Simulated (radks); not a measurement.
Polarisability of the vanadium ion V5+, [Ar], at imaginary frequency. All-electron calculation, scalar-relativistic Kohn-Sham, LDA (Slater exchange, Perdew-Wang correlation), spin-polarised, spherical densities, finite nucleus; Fermi nuclear charge, rms radius 3.6002 fm. Program: a radial shooting solver on a logarithmic mesh with Libxc functionals. Response by self-consistent Sternheimer equations with the Hartree and adiabatic LDA kernel, the relativistic mass of each level held fixed and spin-orbit coupling left out.

| w (hartree) | alpha1(iw) (bohr^3) | alpha2(iw) (bohr^5) |
|---|---|---|
| 0.00266 | 1.083 | 1.153 |
| 0.0143 | 1.083 | 1.153 |
| 0.0360 | 1.083 | 1.153 |
| 0.0697 | 1.082 | 1.153 |
| 0.118 | 1.080 | 1.152 |
| 0.186 | 1.075 | 1.150 |
| 0.280 | 1.064 | 1.145 |
| 0.413 | 1.043 | 1.135 |
| 0.605 | 1.002 | 1.115 |
| 0.892 | 0.9212 | 1.074 |
| 1.35 | 0.7773 | 0.9896 |
| 2.12 | 0.5579 | 0.8251 |
| 3.59 | 0.3095 | 0.5542 |
| 6.94 | 0.1219 | 0.2433 |
| 17.5 | 0.02960 | 0.05013 |

Static values: alpha1 = 1.083 bohr^3 (0.1605 angstrom^3; uncoupled 1.731), alpha2 = 1.153 bohr^5, alpha3 = 2.629 bohr^7. C6 = 1.966, C8 = 12.76, triple-dipole C9 = 1.555 atomic units. One-pole (London) frequency 4 C6 / (3 alpha1^2) = 2.235 hartree, against 4.315 for minus the highest occupied eigenvalue.
